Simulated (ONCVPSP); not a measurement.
**Configuration tests for W (ONCV)**

tungsten (W), optimised norm-conserving Vanderbilt (ONCV), made with ONCVPSP 4.0.1 (PBEsol, non-relativistic). Core [Kr] 4d10 4f14, reference 5s2 5p6 5d4 6s2. Waves: 5s+6s: rc 2.05 bohr, ncon 4, nbas 9, qcut 4.6 1/bohr, 2 projectors; 5p: rc 1.65 bohr, ncon 4, nbas 8, qcut 8.9 1/bohr, 2 projectors, debl 2 Ha; 5d: rc 1.70 bohr, ncon 4, nbas 8, qcut 6.4 1/bohr, 1 projector; f scattering state at 0.04 Ha: rc 1.65 bohr, ncon 3, nbas 7, qcut 7.3 1/bohr, 2 projectors, debl 2.4 Ha. Local part: polynomial inside 1.55 bohr (lpopt 1, dvloc0 1 Ha). Core correction: Teter function, parameters optimised by the program.

Energies are relative to the spin-unpolarised reference configuration 5s2 5p6 5d4 6s2; without spin polarisation the order of configurations can differ from experiment.

| valence configuration | charge | ΔE all-electron (eV) | error AE − PS (meV) |
| --- | --- | --- | --- |
| 5s2 5p6 5d4 6s1 | +1 | 7.694 | -1.3 |
| 5s2 5p6 5d4 6s0 | +2 | 21.570 | -7.8 |
| 5s2 5p6 5d3 6s0 | +3 | 47.734 | -6.4 |
| 5s2 5p6 5d3 6s2 6p1 | 0 | 5.431 | -2.5 |

Levels in the configuration 5s2 5p6 5d4 6s1:

```
level  all-electron (eV)  pseudo (eV)
   5s            -72.151      -72.190
   5p            -47.892      -47.898
   5d            -12.763      -12.761
   6s            -10.707      -10.711
```

Note: no bound ghost flagged; GHOST(+) flagged for f at 45.9 eV.
